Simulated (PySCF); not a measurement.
# Low-lying terms of Cr⁶⁺ (chromium, charge +6)

Ground state [Ar], ¹S. Computed with PySCF 2.14 in an even-tempered Gaussian basis (22 s from 0.04 bohr⁻², ratio 2.5; 15 p from 0.0528 bohr⁻², ratio 2.5; 7 d from 0.0621 bohr⁻², ratio 2.7; 3 f from 4.9 bohr⁻², ratio 2.7), with the spin-free X2C one-electron Hamiltonian (Gaussian nucleus). Vertical excitation energies in eV without spin-orbit coupling; excited terms of each kind are numbered among those the solver found. Frozen: [Ne].

| term | leading excitation | EOM-EE-CCSD |
| --- | --- | --- |
| 1 3P° | 3p → d | 43.264 |
| 1 3F° | 3p → d | 45.367 |
| 1 1D° | 3p → d | 48.340 |
| 1 3D° | 3p → d | 48.513 |
| 1 1F° | 3p → d | 48.835 |
| 1 1P° | 3p → d | 62.612 |
| 1 3D | 3s → d | 76.615 |
| 1 1D | 3s → d | 78.977 |
| 1 3S | 3p → p | 90.954 |
| 2 3D | 3p → p | 92.527 |
| 2 1D | 3p → p | 93.030 |

The solver can miss terms. The 30 highest virtual orbitals were dropped.
